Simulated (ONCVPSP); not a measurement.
# LDA (Perdew-Zunger) ONCV dataset for Hf (Z = 72), scalar-relativistic all-electron reference.

ONCVPSP 4.0.1 was run on this input:

```
# ATOM AND REFERENCE CONFIGURATION
# atsym  z   nc   nv     iexc    psfile
  Hf 72.00   11    3        3      upf
#
#   n    l    f
    1    0    2.00
    2    0    2.00
    2    1    6.00
    3    0    2.00
    3    1    6.00
    3    2   10.00
    4    0    2.00
    4    1    6.00
    4    2   10.00
    4    3   14.00
    5    0    2.00
    5    1    6.00
    5    2    2.00
    6    0    1.75
#
# PSEUDOPOTENTIAL AND OPTIMIZATION
# lmax
    2
#
#   l,   rc,      ep,       ncon, nbas, qcut
    0    2.60    0.00    5    8    2.80
    1    1.50    0.00    4    7    6.60
    2    2.90    0.00    5   10    4.70
#
# LOCAL POTENTIAL
# lloc, lpopt,  rc(5),   dvloc0
    4    4    1.35    0.00
#
# VANDERBILT-KLEINMAN-BYLANDER PROJECTORs
# l, nproj, debl
    0    1    2.20
    1    2    2.80
    2    3    3.60
#
# MODEL CORE CHARGE
# icmod, fcfact, rcfact
    0    0.00    0.00
#
# LOG DERIVATIVE ANALYSIS
# epsh1, epsh2, depsh
   -3.00    5.00    0.02
#
# OUTPUT GRID
# rlmax, drl
    6.00    0.01
#
# TEST CONFIGURATIONS
# ncnf
    4
# nvcnf
#   n    l    f
    3
    5    1    6.00
    5    2    2.00
    6    0    2.00
#
    3
    5    1    6.00
    5    2    2.00
    6    0    1.00
#
    3
    5    1    6.00
    5    2    2.00
    6    0    0.00
#
    3
    5    1    5.00
    5    2    2.00
    6    0    2.00
#
```

Command:

```bash
oncvpsp.x < Hf.dat > Hf.out
```

Output (shortened: citation, most of the input echo, consistency checks and plot data are left out):

```
ONCVPSP  (Optimized Norm-Conservinng Vanderbilt PSeudopotential)
scalar-relativistic version 4.0.1

#   n    l    f        energy (Ha)
    1    0    2.00    -2.3972995E+03
    2    0    2.00    -4.1007523E+02
    2    1    6.00    -3.6021391E+02
    3    0    2.00    -9.3462539E+01
    3    1    6.00    -7.8569257E+01
    3    2   10.00    -6.0912010E+01
    4    0    2.00    -1.8852451E+01
    4    1    6.00    -1.3964129E+01
    4    2   10.00    -7.6472678E+00
    4    3   14.00    -6.8570241E-01
    5    0    2.00    -2.5281454E+00
    5    1    6.00    -1.3721687E+00
    5    2    2.00    -1.6233136E-01
    6    0    1.75    -2.4589868E-01

Reference configufation results
  iterations    31
  all-electron total energy (Ha)   -1.50691507D+04

Begin loop to  construct optimized pseudo wave functions
and semi-local pseudopoentials for all angular momenta

Calculating optimized projector #   1

 for l=   0

    Fraction of norm inside rc  0.275954
    Optimizing pswf for qcut=   2.81 a_B^-1,  ecut=   3.94 Ha
    Residual kinetic energy error=  1.31D-03 Ha

    Energy error per electron        Cutoff
         Ha          eV             Ha
         0.01000     0.27211        1.66
         0.00100     0.02721        8.09
         0.00010     0.00272       21.97
         0.00001     0.00027       25.80

   Wellstate for l =  1  n =  7
     eigenvalue =   1.4278
     asymptotic potential =   1.9278
     half-point radius =  3.8313

Calculating optimized projector #   1

 for l=   1

    Fraction of norm inside rc  0.680178
    Optimizing pswf for qcut=   6.59 a_B^-1,  ecut=  21.72 Ha
    Residual kinetic energy error=  8.41D-04 Ha

    Energy error per electron        Cutoff
         Ha          eV             Ha
         0.01000     0.27211       14.06
         0.00100     0.02721       21.16
         0.00010     0.00272       58.17
         0.00001     0.00027       70.46

Calculating optimized projector #   2

 for l=   1

    Fraction of norm inside rc  0.060115
    Optimizing pswf for qcut=   6.59 a_B^-1,  ecut=  21.72 Ha
    Residual kinetic energy error=  6.55D-04 Ha

    Energy error per electron        Cutoff
         Ha          eV             Ha
         0.01000     0.27211        7.95
         0.00100     0.02721       20.50
         0.00010     0.00272       38.32
         0.00001     0.00027       70.33

   Wellstate for l =  2  n =  9
     eigenvalue =   3.4377
     asymptotic potential =   3.9377
     half-point radius =  5.2475

   Wellstate for l =  2  n = 11
     eigenvalue =   7.0377
     asymptotic potential =   7.5377
     half-point radius =  5.0524

Calculating optimized projector #   1

 for l=   2

    Fraction of norm inside rc  0.728033
    Optimizing pswf for qcut=   4.70 a_B^-1,  ecut=  11.02 Ha
    Residual kinetic energy error=  3.53D-05 Ha

    Energy error per electron        Cutoff
         Ha          eV             Ha
         0.01000     0.27211        6.80
         0.00100     0.02721        8.67
         0.00010     0.00272       10.52
         0.00001     0.00027       22.13

Calculating optimized projector #   2

 for l=   2

    Fraction of norm inside rc  0.146774
    Optimizing pswf for qcut=   4.70 a_B^-1,  ecut=  11.02 Ha
    Residual kinetic energy error=  2.93D-03 Ha

    Energy error per electron        Cutoff
         Ha          eV             Ha
         0.01000     0.27211        9.62
         0.00100     0.02721       15.62
         0.00010     0.00272       50.35
         0.00001     0.00027       56.94

Calculating optimized projector #   3

 for l=   2

    Fraction of norm inside rc  0.118380
    Optimizing pswf for qcut=   4.70 a_B^-1,  ecut=  11.02 Ha
    Residual kinetic energy error=  5.23D-02 Ha

    Energy error per electron        Cutoff
         Ha          eV             Ha
         0.01000     0.27211       12.38
         0.00100     0.02721       42.52
         0.00010     0.00272       66.49
         0.00001     0.00027       72.71

Construct Vanderbilt / Kleinmman-Bylander projectors

B matrix Hermiticity error, ll=   1
   1   2   -3.5376E-04

  Orthonormal projector coefficients  6.5138E+00  1.3785E+00

B matrix Hermiticity error, ll=   2
   1   2   -1.5009E-04
   1   3   -3.8032E-04
   2   3   -1.8038E-04

  Orthonormal projector coefficients -3.6558E+00  2.7876E+00 -9.3529E-01

Pseudoatom total energy  -31.036737

Diagnostic tests using Vanderbilt-Kleinman-Bylander pseudopotentials
  1 or more projectors used as specified by nproj input data

   l    rcore       rmatch      e in        delta e   norm test  slope test

   0   2.6115848   2.6908782  -0.2458987  -0.0000003   1.0000006   0.9999892

   1   1.5062252   1.5519575  -1.3721687  -0.0000100   1.0001341   1.0001568
   1   1.5062252   1.5519575   1.4278313   0.0000216   1.0004660   1.0004660

   2   2.9084914   2.9967995  -0.1623314  -0.0000007   0.9998892   0.9998892
   2   2.9084914   2.9967995   3.4376686   0.0000238   1.0003564   1.0003564
   2   2.9084914   2.9967995   7.0376686   0.0000036   0.9996061   0.9996061

 Testing for bound ghosts
   n   l    E NL Schr. Eq   E Basis Diag.   E Cutoff

       0                       -3.459450     27.29  WARNING - GHOST(-)
   1   0       -0.245899       -0.243226     27.29

   2   1       -1.372179       -1.371921     98.01

   3   2       -0.162332       -0.161922     80.11

 Testing for highly-localized positive-energy ghosts
       l    <radius>/rc     E Basis Diag.   E Cutoff

Test configuration 0

   n   l     f        eae           eps        diff
   1   0  2.0000-2397.29951661
   2   0  2.0000 -410.07523195
   2   1  6.0000 -360.21391212
   3   0  2.0000  -93.46253941
   3   1  6.0000  -78.56925676
   3   2 10.0000  -60.91200998
   4   0  2.0000  -18.85245142
   4   1  6.0000  -13.96412905
   4   2 10.0000   -7.64726782
   4   3 14.0000   -0.68570241
   5   0  2.0000   -2.52814540
   5   1  6.0000   -1.37216871   -1.37217867   -9.96D-06
   5   2  2.0000   -0.16233136   -0.16233209   -7.24D-07
   6   0  1.7500   -0.24589868   -0.24589895   -2.71D-07

    Total energies and differences
      AE_ref= -1.50691507D+04  AE_tst= -1.50691507D+04  dif=  0.00D+00
      PS_ref= -3.10367370D+01  PS_tst= -3.10367370D+01  dif= -2.84D-14
      PSP excitation error=  2.84D-14

Test configuration 1

   n   l     f        eae           eps        diff
   1   0  2.0000-2397.23938568
   2   0  2.0000 -410.01544281
   2   1  6.0000 -360.15410855
   3   0  2.0000  -93.40273149
   3   1  6.0000  -78.50944846
   3   2 10.0000  -60.85222404
   4   0  2.0000  -18.79263522
   4   1  6.0000  -13.90431719
   4   2 10.0000   -7.58747398
   4   3 14.0000   -0.62592610
   5   0  2.0000   -2.46837851
   5   1  6.0000   -1.31229740   -1.31276015   -4.63D-04
   5   2  2.0000   -0.10557078   -0.10566556   -9.48D-05
   6   0  2.0000   -0.19361617   -0.19363856   -2.24D-05

    Total energies and differences
      AE_ref= -1.50691507D+04  AE_tst= -1.50692056D+04  dif= -5.49D-02
      PS_ref= -3.10367370D+01  PS_tst= -3.10916342D+01  dif= -5.49D-02
      PSP excitation error=  2.38D-05

Test configuration 2

   n   l     f        eae           eps        diff
   1   0  2.0000-2397.49964400
   2   0  2.0000 -410.27414127
   2   1  6.0000 -360.41287900
   3   0  2.0000  -93.66132809
   3   1  6.0000  -78.76804885
   3   2 10.0000  -61.11074960
   4   0  2.0000  -19.05130062
   4   1  6.0000  -14.16298021
   4   2 10.0000   -7.84607719
   4   3 14.0000   -0.88440063
   5   0  2.0000   -2.72672249
   5   1  6.0000   -1.57061067   -1.56908494    1.53D-03
   5   2  2.0000   -0.34852962   -0.34808543    4.44D-04
   6   0  1.0000   -0.41385571   -0.41371567    1.40D-04

    Total energies and differences
      AE_ref= -1.50691507D+04  AE_tst= -1.50689043D+04  dif=  2.46D-01
      PS_ref= -3.10367370D+01  PS_tst= -3.07902978D+01  dif=  2.46D-01
      PSP excitation error= -3.74D-05

Test configuration 3

   n   l     f        eae           eps        diff
   1   0  2.0000-2397.80378109
   2   0  2.0000 -410.57608704
   2   1  6.0000 -360.71494005
   3   0  2.0000  -93.96269441
   3   1  6.0000  -79.06942509
   3   2 10.0000  -61.41208435
   4   0  2.0000  -19.35283103
   4   1  6.0000  -14.46454737
   4   2 10.0000   -8.14761246
   4   3 14.0000   -1.18563945
   5   0  2.0000   -3.02756267
   5   1  6.0000   -1.87017389   -1.86662171    3.55D-03
   5   2  2.0000   -0.62536326   -0.62417446    1.19D-03

    Total energies and differences
      AE_ref= -1.50691507D+04  AE_tst= -1.50683713D+04  dif=  7.79D-01
      PS_ref= -3.10367370D+01  PS_tst= -3.02574211D+01  dif=  7.79D-01
      PSP excitation error=  4.31D-05

Test configuration 4

psatom: WARNING lschvkbb convergence error n,l,iter=   1   0  50
ea(ii),et,emin,emax -4.426030E-01 -4.502920E-01 -4.502920E-01 -4.502920E-01
run_config: WARNING for fully non-local PS atom, stg. 1
 WARNING no output for configuration 5
```

Note: ghosts flagged at negative energy: s at -94.1 eV; no localised positive-energy state flagged. A true bound ghost makes a file unfit for plane-wave use.

The run took about 8.1 s on one core of a shared server CPU.
